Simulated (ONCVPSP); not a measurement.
## Transferability test, ONCV potential for rhodium

| Item | Value |
| --- | --- |
| Element | Rh |
| Generator | ONCVPSP 4.0.1 |
| Type | optimised norm-conserving Vanderbilt (ONCV) |
| Functional | PBE |
| Relativity | scalar-relativistic |
| Frozen core | [Ar] 3d10 |
| Valence charge | 17 |
| Reference configuration | 4s2 4p6 4d8 5p1 |
| Partial waves | 4s: rc 1.35 bohr, ncon 4, nbas 7, qcut 10.3 1/bohr, 3 projectors, debl 2.9 Ha; 4p+5p: rc 1.65 bohr, ncon 3, nbas 7, qcut 9 1/bohr, 2 projectors; 4d: rc 2.00 bohr, ncon 4, nbas 9, qcut 6.5 1/bohr, 2 projectors, debl 2.6 Ha |
| Local potential | polynomial inside 1.25 bohr (lpopt 3, dvloc0 0 Ha) |
| Core correction | polynomial model core, fcfact 0.7 |

In the s channel the program set the typed energies aside and used -3.096, 0.250, 3.150 Ha.

Energies are relative to the spin-unpolarised reference configuration 4s2 4p6 4d8 5p1; without spin polarisation the order of configurations can differ from experiment.

```tsv
valence configuration	charge	ΔE all-electron (eV)	error AE − PS (meV)
4s2 4p6 4d8 5s1 5p0	0	-3.604	+1.1
4s2 4p6 4d8 5p0	+1	3.857	-0.5
4s2 4p6 4d7 5p0	+2	23.368	+6.3
4s2 4p6 4d7 5s2 5p0	0	-1.125	+19
```

Levels in the configuration 4s2 4p6 4d7 5p0:

| level | all-electron (eV) | pseudo (eV) |
| --- | --- | --- |
| 4s | -103.456 | -103.433 |
| 4p | -71.244 | -71.230 |
| 4d | -25.742 | -25.720 |
